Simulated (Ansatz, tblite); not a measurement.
Spin states of Be₂Te⁺ (the lowest doublet isomer of a short search), each relaxed with PBE-D4/def2-TZVP in Ansatz. Electronic energies in the gas phase.

In the def2 sets Te takes a core potential; there is no spin–orbit coupling. The xTB rows come from tblite. LC-ωPBE has ω = 0.4 bohr⁻¹. Correlated methods freeze 4 core orbitals; core or outer-core shells of Te are correlated, in sets that lack core-valence functions. The structure comes from a short search, and lower isomers may exist.

Doublet geometry (C2v within 0.1 Å):

```xyz
3

Be   -0.036   -0.474    1.138
Be   -0.935    0.751   -0.290
Te    0.972   -0.276   -0.849
```

Quartet geometry (C2v within 0.1 Å):

Cartesian coordinates in Å:
```
Be -0.433 -0.019 1.435
Be 0.644 -1.155 -0.705
Te -0.211 1.174 -0.729
```

⟨S²⟩: doublet 0.75 at PBE0-D4/def2-TZVP (pure 0.75), quartet 3.76 at PBE0-D4/def2-TZVP (pure 3.75).

Only these spin states were relaxed. The quartet has other bonds than the doublet, so the gap mixes isomer and spin.

| level | quartet − doublet (kJ/mol) | lowest of these |
| --- | --- | --- |
| GFN1-xTB | 247.0 | doublet |
| GFN2-xTB | 294.5 | doublet |
| HF/def2-TZVP | 63.3 | doublet |
| HF/def2-TZVPP | 63.3 | doublet |
| PBE-D4/def2-TZVP | 180.7 | doublet |
| revPBE-D4/def2-TZVP | 163.9 | doublet |
| BLYP-D4/def2-TZVP | 171.3 | doublet |
| r2SCAN-D4/def2-TZVP | 170.9 | doublet |
| PBE0-D4/def2-TZVP | 172.6 | doublet |
| BHLYP-D4/def2-TZVP | 157.6 | doublet |
| LC-ωPBE/def2-TZVP | 163.9 | doublet |
| B2PLYP/def2-TZVP | 181.5 | doublet |
| RPA@PBE/def2-TZVP | 144.3 | doublet |
| MP2/def2-TZVP | 179.1 | doublet |
| MP2/def2-TZVPP | 179.1 | doublet |
| CCSD/def2-TZVPP | 153.2 | doublet |
| CCSD(T)/def2-TZVPP | 166.5 | doublet |

Change of the quartet − doublet gap on mixing in exact exchange, in kJ/mol: PBE to PBE0 (25 % exact exchange) -8.1; BLYP to BHLYP (50 % exact exchange) -13.7.

The xTB methods have no term that favours high spin, so they put low spin too low.
